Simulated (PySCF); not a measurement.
# How methods differ on the ionisation energy of Co

Co [Ar] 3d7 4s2 (4F) → Co+ [Ar] 3d8 (3F), as a difference of total energies. All numbers are calculated (PySCF 2.14, the spin-free X2C one-electron Hamiltonian (Gaussian nucleus), in x2c-TZVPall). Correlated levels: valence: [Ar] frozen. The calculations carry no spin-orbit coupling.

```csv
method,ionisation energy (eV),error (eV)
UHF,8.283,+0.414
M06-L,7.516,-0.353
PBE0,7.877,+0.008
MP2 (valence),7.423,-0.446
SCS-MP2 (valence),7.502,-0.367
```

Reference: 7.869 eV (measured; NIST levels, between the centres of gravity of the two terms).

Errors of the correlated levels include the incompleteness of this basis and the frozen core.

MP2 underrates the near-degeneracy of ns² with np² in the lower species.
